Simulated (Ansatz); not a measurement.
Z-matrix (Å, degrees):
```
C
N 1 1.3588
C 2 1.3141 1 119.12
H 3 1.0975 2 116.60 1 180.00
C 3 1.4188 4 119.31 2 -180.00
C 5 1.3758 3 118.24 4 180.00
H 5 1.0918 6 121.65 3 180.00
H 6 1.0935 5 121.31 7 0.00
C 6 1.4194 8 119.38 5 -180.00
C 9 1.4208 6 122.31 8 0.00
C 10 1.3787 9 120.66 6 179.98
H 11 1.0923 10 120.30 9 -179.99
H 10 1.0938 11 120.63 12 0.00
C 11 1.4128 12 120.00 10 -180.00
H 14 1.0930 11 118.85 12 0.00
C 14 1.3963 15 118.42 11 180.00
B 16 1.5451 14 118.96 15 -0.04
H 17 1.2000 16 122.74 14 -179.90
H 17 1.2092 18 119.56 16 -179.98
```
Charge 0, multiplicity 1.

Computed with frozen-core CCSD(T)/cc-pVDZ // B3LYP-D3(BJ)/def2-SVP (Ansatz, a program for electronic structure). The restricted HF reference is unstable towards unrestricted orbitals.

```
Item                           Result
----------------------  -------------
HF energy               -424.63376 Ha
MP2 correlation energy    -1.39945 Ha
```

Q: Estimate the CCSD correlation energy, the (T) correction, the total energy and the T1 diagnostic.

A: 
```
Property                        Result
-----------------------  -------------
CCSD correlation energy    -1.45359 Ha
(T) correction             -0.06881 Ha
CCSD(T) total energy     -426.15615 Ha
T1 diagnostic                    0.012
```
